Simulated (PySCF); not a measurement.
H5OSi2 (calculated)

All values are calculated (PySCF 2.14.0). Calculation on a computer-drawn molecule: the log of a Hartree-Fock and frozen-core CCSD(T) single point meant for a local Hartree-Fock minimum, with one planted fault or none, to be diagnosed. Offsets are logged minus clean, where the clean run is the same molecule without the fault. The reference is restricted for singlets and unrestricted otherwise, and also for a bond in bohr or an excited solution. Adding or removing an electron swaps singlet and doublet. The excited solution moves the top pair (singlet) or top alpha electron (doublet) to the lowest empty orbital. Highest occupied and lowest empty are orbital energies over both spins, largest force is the largest gradient component, triples share is (T) over the correlation energy, the T1 limit is 0.02 restricted and 0.045 unrestricted, electrons count all cores, a negative frequency is imaginary (commonest isotopes), and the dipole is about the centre of nuclear charge.

```json
{"formula": "H5OSi2", "logged_structure": {"atoms_angstrom": [["O", 0.2978, 1.2089, -0.8062], ["Si", 0.8277, 0.1119, 0.0748], ["Si", -0.7144, 0.5422, 1.616], ["H", 0.6132, 1.436, -1.5913], ["H", 2.0442, 0.3273, 0.6212], ["H", 0.6401, -1.1491, -0.3718], ["H", -1.9654, 0.0226, 1.591], ["H", -0.5634, 1.467, 2.5946]]}, "given": {"meant_charge": 1, "meant_multiplicity": 1, "meant_basis": "cc-pV(D+d)Z", "logged_electrons": 40, "logged_basis_functions": 85, "logged_SCF_converged": "yes", "logged_spin_squared": 0.0, "logged_highest_occupied [eV]": -17.274, "logged_lowest_empty [eV]": -5.6086, "logged_largest_force [hartree/bohr]": 0.099545, "logged_T1_diagnostic": 0.011478, "logged_D1_diagnostic": 0.025782, "logged_triples_share": 0.019496, "logged_CC_converged": "yes", "logged_dipole_magnitude [debye]": 2.1445, "logged_SCF_stable_within_its_kind": "yes", "logged_energy_HF [hartree]": -655.33692, "logged_energy_CCSD(T) [hartree]": -655.74231, "possible_faults": "no fault, one electron removed, one electron added, multiplicity raised by two, geometry at a saddle point, SCF held on an excited solution, minimal basis STO-3G, one bond length entered in bohr, all coordinates scaled", "drawn_bonds_atom": [1, 2, 1, 2, 2, 3, 3], "drawn_bonds_other_atom": [2, 3, 4, 5, 6, 7, 8], "drawn_bonds_order": [1, 1, 1, 1, 1, 1, 1]}, "results": {"planted_fault": "all coordinates scaled, by -7.8 %", "HF_energy_offset_from_clean_run [kcal/mol]": 33.55, "CCSD(T)_energy_offset_from_clean_run [kcal/mol]": 38.22}}
```
